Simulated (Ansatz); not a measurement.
Start from `O[SiH](F)O[SiH2]F` and change one atom or group to get `CO[SiH](O)F`.

Ansatz, PBE0-D4/def2-TZVP geometries, multiplicity 1. Each molecule was computed in one conformer, which needn't be the lowest.

```tsv
property	`O[SiH](F)O[SiH2]F`
HOMO energy (ωB97M-V/def2-TZVPP) / eV	-11.67
LUMO energy (PBE/def2-TZVPP) / eV	-0.49
zero-point energy (PBE0-D4/def2-TZVP) / kJ/mol	136.6
LUMO energy (ωB97M-V/def2-TZVPP) / eV	1.90
size of the dipole moment (B3LYP/def2-TZVPP) / D	2.16
HOMO energy (B3LYP/def2-TZVPP) / eV	-9.17
```

(1) What does the change do to each property? (An estimate is asked.)

Answers

(1) The calculation gave: 
```tsv
property	`CO[SiH](O)F`	shift
HOMO energy (ωB97M-V/def2-TZVPP) / eV	-11.15	0.52
LUMO energy (PBE/def2-TZVPP) / eV	-0.04	0.45
zero-point energy (PBE0-D4/def2-TZVP) / kJ/mol	181.0	44.4
LUMO energy (ωB97M-V/def2-TZVPP) / eV	2.37	0.47
size of the dipole moment (B3LYP/def2-TZVPP) / D	1.76	-0.40
HOMO energy (B3LYP/def2-TZVPP) / eV	-8.49	0.68
```

With PBE0 the HOMO rises by 0.64 eV and the LUMO rises by 0.49 eV, so the gap narrows by about 0.15 eV. PBE moves the HOMO by 0.75 eV and ωB97M-V by 0.52 eV. Dipoles are sizes alone; their direction can turn.

B3LYP here is the variant with VWN-RPA as its local correlation; programs differ in this.
